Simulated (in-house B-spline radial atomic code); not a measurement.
**Binding energies in Tb8+**

NIST's tabulated ground configuration is [Kr] 4d10 4f7 5s2 5p2; each binding energy is the energy of the ion with one electron taken from that subshell, relaxed, less that of the parent. Computed with a radial B-spline atomic code at the basis-set limit: Dirac-Hartree-Fock, average of configuration, Fermi nucleus of rms radius 5.06 fm. Energies include first-order Breit, QED and recoil terms.

```
subshell  X-ray name  binding energy (eV)  -ε (eV)  relaxation (eV)
      1s           K              52133.9  52435.1             74.2
      2s          L1               8852.9   8920.1             40.8
   3d3/2          M4               1413.3   1436.5             21.5
   3d5/2          M5               1380.4   1402.5             21.1
      4s          N1                541.2    548.4              6.1
   4d3/2          N4                294.3    299.4              5.0
   4d5/2          N5                  288    292.8              4.8
      5s          O1                164.1    164.9              0.6
      5p        O2,3                137.1    137.7              0.4
      4f        N6,7                134.6    138.1              3.6
```

Relaxation = -ε minus the binding energy without Breit, QED and recoil terms.

What does it cost to remove both a 4d3/2 and a 4f electron?

456.72 eV, which is 27.89 eV more than the two single binding energies together.

What does it cost to remove both a 1s and a 4f electron?

52298 eV, which is 29.61 eV more than the two single binding energies together.

What does it cost to remove both a 3d5/2 and a 5s electron?

1566.6 eV, which is 22.14 eV more than the two single binding energies together.
